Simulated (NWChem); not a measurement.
Program: NWChem. System: H$_{4}$Ge, charge 0, spin multiplicity 1, at a geometry optimised with PBE/def2-SVP. The structure started from a generated list of species. Level: PBE/def2-TZVP.

Job file:

```
start mol
memory heap 200 mb stack 900 mb global 1100 mb
geometry units angstroms nocenter noautoz
  Ge     0.000000     0.000000     0.000000
  H      0.000000    -1.264158    -0.893926
  H      0.000000     1.264158    -0.893926
  H      1.264159     0.000000     0.893925
  H     -1.264159     0.000000     0.893925
  symmetry group C2v
end
basis spherical
  * library def2-tzvp
end
dft
  xc xpbe96 cpbe96
  semidirect memsize 60000000 filesize 0
  iterations 100
end
task dft energy
```

Output (cleaned and shortened):

```
             Northwest Computational Chemistry Package (NWChem) 7.3.0
             --------------------------------------------------------

                                NWChem Input Module
                                -------------------

 Scaling coordinates for geometry "geometry" by  1.889725989
 (inverse scale =  0.529177249)

 Turning off AUTOSYM since
 SYMMETRY directive was detected!

                             Geometry "geometry" -> ""
                             -------------------------

 Output coordinates in angstroms (scale by  1.889725989 to convert to a.u.)

  No.       Tag          Charge          X              Y              Z
 ---- ---------------- ---------- -------------- -------------- --------------
    1 Ge                  32.0000     0.00000000     0.00000000     0.00000000
    2 H                    1.0000     0.00000000    -1.26415800    -0.89392600
    3 H                    1.0000     0.00000000     1.26415800    -0.89392600
    4 H                    1.0000     1.26415900     0.00000000     0.89392500
    5 H                    1.0000    -1.26415900     0.00000000     0.89392500

 Effective nuclear repulsion energy (a.u.)      45.0038715510

            Nuclear Dipole moment (a.u.)
            ----------------------------
        X                 Y               Z
 ---------------- ---------------- ----------------
     0.0000000000     0.0000000000    -0.0000037795

      Symmetry information
      --------------------

 Group name             C2v
 Group number             16
 Group order               4
 No. of unique centers     3

      Symmetry unique atoms

     1    2    4


 Summary of "ao basis" -> "" (spherical)
 ------------------------------------------------------------------------------
       Tag                 Description            Shells   Functions and Types
 ---------------- ------------------------------  ------  ---------------------
 *                         def2-tzvp                  on all atoms

  pbe96 is a nonlocal functional; adding pw91lda local functional.

                                 NWChem DFT Module
                                 -----------------

 Summary of "ao basis" -> "ao basis" (spherical)
 ------------------------------------------------------------------------------
       Tag                 Description            Shells   Functions and Types
 ---------------- ------------------------------  ------  ---------------------
 Ge                        def2-tzvp                16       48   6s5p4d1f
 H                         def2-tzvp                 4        6   3s1p

 Summary of "ao basis" -> "ao basis" (spherical)
 ------------------------------------------------------------------------------
       Tag                 Description            Shells   Functions and Types
 ---------------- ------------------------------  ------  ---------------------
 Ge                        def2-tzvp                16       48   6s5p4d1f
 H                         def2-tzvp                 4        6   3s1p

      Symmetry analysis of basis
      --------------------------

        a1         31
        a2          7
        b1         17
        b2         17

            General Information
            -------------------
          SCF calculation type: DFT
          Wavefunction type:  closed shell.
          No. of atoms     :     5
          No. of electrons :    36
           Alpha electrons :    18
            Beta electrons :    18
          Charge           :     0
          Spin multiplicity:     1
          Use of symmetry is: on ; symmetry adaption is: on
          Maximum number of iterations: 100
          AO basis - number of functions:    72
                     number of shells:    32
          Convergence on energy requested:  1.00D-06
          Convergence on density requested:  1.00D-05
          Convergence on gradient requested:  5.00D-04

              XC Information
              --------------
          PerdewBurkeErnzerhof Exchange Functional  1.000
            Perdew 1991 LDA Correlation Functional  1.000 local
           PerdewBurkeErnz. Correlation Functional  1.000 non-local

             Grid Information
             ----------------
          Grid used for XC integration:  medium
          Radial quadrature: Mura-Knowles
          Angular quadrature: Lebedev.
          Tag              B.-S. Rad. Rad. Pts. Rad. Cut. Ang. Pts.
          ---              ---------- --------- --------- ---------
          Ge                  1.25      112           7.0       590
          H                   0.35       45           8.0       434
          Grid pruning is: on
          Number of quadrature shells:   202
          Spatial weights used:  Erf1

          Convergence Information
          -----------------------
          Convergence aids based upon iterative change in
          total energy or number of iterations.
          Levelshifting, if invoked, occurs when the
          HOMO/LUMO gap drops below (HL_TOL):  1.00D-02
          DIIS, if invoked, will attempt to extrapolate
          using up to (NFOCK): 10 stored Fock matrices.

                    Damping( 0%)  Levelshifting(0.5)       DIIS
                  --------------- ------------------- ---------------
          dE  on:    start            ASAP                start
          dE off:    2 iters        100 iters           100 iters

      Screening Tolerance Information
      -------------------------------
          Density screening/tol_rho:  1.00D-10
          AO Gaussian exp screening on grid/accAOfunc:  14
          CD Gaussian exp screening on grid/accCDfunc:  20
          XC Gaussian exp screening on grid/accXCfunc:  20
          Schwarz screening/accCoul:  1.00D-08

      Superposition of Atomic Density Guess
      -------------------------------------

 Sum of atomic energies:       -2077.30529915

      Non-variational initial energy
      ------------------------------

 Total energy =   -2077.538985
 1-e energy   =   -2986.232264
 2-e energy   =     863.689407
 HOMO         =      -0.412465
 LUMO         =       0.100335

      Symmetry analysis of molecular orbitals - initial
      -------------------------------------------------

 !! scf_movecs_sym_adapt:    2 vectors were symmetry contaminated

  Symmetry fudging
  Numbering of irreducible representations:

     1 a1          2 a2          3 b1          4 b2

  Orbital symmetries:

     1 a1          2 a1          3 b1          4 b2          5 a1
     6 a1          7 a1          8 b1          9 b2         10 b2
    11 b1         12 a1         13 a1         14 a2         15 a1
    16 b1         17 b2         18 a1         19 a1         20 b2
    21 b1         22 a1         23 a2         24 a1         25 b1
    26 b2         27 a1         28 a1

------------------------------------------------------------
EAF file 0: "./mol.aoints.0" size=524288 bytes
------------------------------------------------------------
               write      read    awrite     aread      wait
               -----      ----    ------     -----      ----
     calls:        1         0         0         0         0
   data(b): 5.24e+05  0.00e+00  0.00e+00  0.00e+00
   time(s): 0.00e+00  0.00e+00  0.00e+00  0.00e+00  0.00e+00
rate(mb/s): 0.00e+00  0.00e+00
------------------------------------------------------------

   convergence    iter        energy       DeltaE   RMS-Dens  Diis-err    time
 ---------------- ----- ----------------- --------- --------- ---------  ------
 d= 0,ls=0.0,diis     1  -2079.0350024809 -2.12D+03  5.49D-03  5.65D-01     4.4
 d= 0,ls=0.0,diis     2  -2079.0534536833 -1.85D-02  2.76D-03  7.40D-02     4.6
 d= 0,ls=0.0,diis     3  -2079.0565394947 -3.09D-03  6.69D-04  2.68D-02     4.8
 d= 0,ls=0.0,diis     4  -2079.0574546819 -9.15D-04  2.53D-04  6.40D-04     4.9
 d= 0,ls=0.0,diis     5  -2079.0575152409 -6.06D-05  2.67D-05  7.05D-06     5.1
 d= 0,ls=0.0,diis     6  -2079.0575162395 -9.99D-07  6.34D-07  2.33D-09     5.3

         Total DFT energy =    -2079.057516239485
      One electron energy =    -2986.264250565559
           Coulomb energy =      942.323833810600
    Exchange-Corr. energy =      -80.120971035546
 Nuclear repulsion energy =       45.003871551020

 Numeric. integr. density =       36.000022902728

     Total iterative time =      3.3s

                  Occupations of the irreducible representations
                  ----------------------------------------------

                     irrep           alpha         beta
                     --------     --------     --------
                     a1                9.0          9.0
                     a2                1.0          1.0
                     b1                4.0          4.0
                     b2                4.0          4.0

                       DFT Final Molecular Orbital Analysis
                       ------------------------------------

 Vector   16  Occ=2.000000D+00  E=-3.059078D-01  Symmetry=a1
              MO Center=  1.0D-10,  6.3D-11, -2.5D-07, r^2= 2.7D+00
   Bfn.  Coefficient  Atom+Function         Bfn.  Coefficient  Atom+Function
  ----- ------------  ---------------      ----- ------------  ---------------
    18      0.339925  1 Ge pz                21      0.195047  1 Ge pz
    12     -0.166507  1 Ge pz                50     -0.166791  2 H  s
    56     -0.166791  3 H  s                 62      0.166791  4 H  s
    68      0.166791  5 H  s                 49     -0.099467  2 H  s
    55     -0.099467  3 H  s                 61      0.099467  4 H  s

 Vector   17  Occ=2.000000D+00  E=-3.059033D-01  Symmetry=b1
              MO Center= -1.0D-10, -3.4D-15,  5.8D-01, r^2= 2.3D+00
   Bfn.  Coefficient  Atom+Function         Bfn.  Coefficient  Atom+Function
  ----- ------------  ---------------      ----- ------------  ---------------
    16      0.339925  1 Ge px                62      0.235879  4 H  s
    68     -0.235879  5 H  s                 19      0.195048  1 Ge px
    10     -0.166506  1 Ge px                61      0.140668  4 H  s
    67     -0.140668  5 H  s                 63      0.135425  4 H  s
    69     -0.135425  5 H  s                 25      0.080222  1 Ge d  1

 Vector   18  Occ=2.000000D+00  E=-3.059032D-01  Symmetry=b2
              MO Center= -3.2D-15, -6.3D-11, -5.8D-01, r^2= 2.3D+00
   Bfn.  Coefficient  Atom+Function         Bfn.  Coefficient  Atom+Function
  ----- ------------  ---------------      ----- ------------  ---------------
    17      0.339925  1 Ge py                50     -0.235879  2 H  s
    56      0.235879  3 H  s                 20      0.195048  1 Ge py
    11     -0.166506  1 Ge py                49     -0.140668  2 H  s
    55      0.140668  3 H  s                 51     -0.135425  2 H  s
    57      0.135425  3 H  s                 23      0.080222  1 Ge d -1

 Vector   19  Occ=0.000000D+00  E= 2.766786D-03  Symmetry=a1
              MO Center=  3.7D-15, -4.5D-15,  3.6D-06, r^2= 5.4D+00
   Bfn.  Coefficient  Atom+Function         Bfn.  Coefficient  Atom+Function
  ----- ------------  ---------------      ----- ------------  ---------------
     6      2.029515  1 Ge s                 51     -0.862712  2 H  s
    57     -0.862712  3 H  s                 63     -0.862718  4 H  s
    69     -0.862718  5 H  s                  5      0.481122  1 Ge s
     4     -0.226894  1 Ge s                  3     -0.186800  1 Ge s
     2      0.076118  1 Ge s                 49     -0.064848  2 H  s

 Vector   20  Occ=0.000000D+00  E= 2.009631D-02  Symmetry=b2
              MO Center= -3.6D-15, -2.2D-11,  6.4D-02, r^2= 4.2D+00
   Bfn.  Coefficient  Atom+Function         Bfn.  Coefficient  Atom+Function
  ----- ------------  ---------------      ----- ------------  ---------------
    20      1.422577  1 Ge py                51      1.057606  2 H  s
    57     -1.057606  3 H  s                 17      0.264039  1 Ge py
    50      0.145822  2 H  s                 56     -0.145822  3 H  s
    11     -0.130370  1 Ge py                23     -0.114532  1 Ge d -1
    49      0.081899  2 H  s                 55     -0.081899  3 H  s

 Vector   21  Occ=0.000000D+00  E= 2.009642D-02  Symmetry=b1
              MO Center=  2.2D-11,  6.9D-15, -6.4D-02, r^2= 4.2D+00
   Bfn.  Coefficient  Atom+Function         Bfn.  Coefficient  Atom+Function
  ----- ------------  ---------------      ----- ------------  ---------------
    19      1.422577  1 Ge px                63     -1.057606  4 H  s
    69      1.057606  5 H  s                 16      0.264039  1 Ge px
    62     -0.145822  4 H  s                 68      0.145822  5 H  s
    10     -0.130370  1 Ge px                25     -0.114532  1 Ge d  1
    61     -0.081899  4 H  s                 67      0.081899  5 H  s

 center of mass
 --------------
 x =   0.00000000 y =   0.00000000 z =  -0.00000005

 moments of inertia (a.u.)
 ------------------
          23.007025382596           0.000000000000           0.000000000000
           0.000000000000          23.007043581461           0.000000000000
           0.000000000000           0.000000000000          23.006250719037

     Multipole analysis of the density
     ---------------------------------

     L   x y z        total         alpha         beta         nuclear
     -   - - -        -----         -----         ----         -------
     0   0 0 0     -0.000000    -18.000000    -18.000000     36.000000

     1   1 0 0     -0.000000     -0.000000     -0.000000      0.000000
     1   0 1 0      0.000000      0.000000      0.000000      0.000000
     1   0 0 1      0.000001      0.000002      0.000002     -0.000004

     2   2 0 0    -15.543048    -13.478434    -13.478434     11.413821
     2   1 1 0     -0.000000     -0.000000     -0.000000      0.000000
     2   1 0 1      0.000000      0.000000      0.000000      0.000000
     2   0 2 0    -15.543049    -13.478426    -13.478426     11.413803
     2   0 1 1     -0.000000     -0.000000     -0.000000      0.000000
     2   0 0 2    -15.543023    -13.478807    -13.478807     11.414590

 Task  times  cpu:        5.3s     wall:        5.3s

 Total times  cpu:        5.3s     wall:        5.3s
```
